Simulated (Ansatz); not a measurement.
The same atomization along the group C, Si, Ge, Sn.

Computed with Ansatz on PBE0-D4/def2-TZVP structures; ΔE is electronic, products minus reactants. CBS: MP2 limit from def2 TZ/QZ plus the TZ coupled-cluster correction, frozen cores. This one scheme is used for every species, atoms too. Functionals use def2-TZVPP. No spin–orbit coupling; open shells (•) take unrestricted orbitals. Spin–orbit coupling would lower the free atoms: a little for C, Cl, Si; clearly for Br, Ge; strongly for Sn. Elements past krypton have def2 core potentials. Bonds to Br, Ge, Sn are less sure, by a few kJ/mol each and by 10 to 20 or more in all where they break to atoms, as the def2 sets lack core-valence functions. Scalar relativity is left out up to krypton.

```
                                 reaction  HF/CBS(def2) (kJ/mol)  MP2/CBS(def2) (kJ/mol)  B2PLYP (kJ/mol)  CCSD(T)/def2-SVP (kJ/mol)  CCSD(T)/CBS(def2) (kJ/mol)
          `ClCBr` → Br• + Cl• + 2 H• + C•                   1051                    1548             1478                       1395                        1509
    `Cl[SiH2]Br` → Br• + Cl• + 2 H• + Si•                   1087                    1469             1397                       1302                        1440
`[Cl][GeH2][Br]` → Br• + Cl• + 2 H• + Ge•                    932                    1308             1249                       1176                        1290
`[Cl][SnH2][Br]` → Br• + Cl• + 2 H• + Sn•                    843                    1199             1138                       1066                        1198
```

Largest T1 diagnostic: 0.012, for Si•.

For atomizations the MP2-based limit and the directly extrapolated one differ by several kJ/mol either way, and by 10 to 25 for some Ge, Se and Sn compounds, so smaller differences from it don't rank the levels.
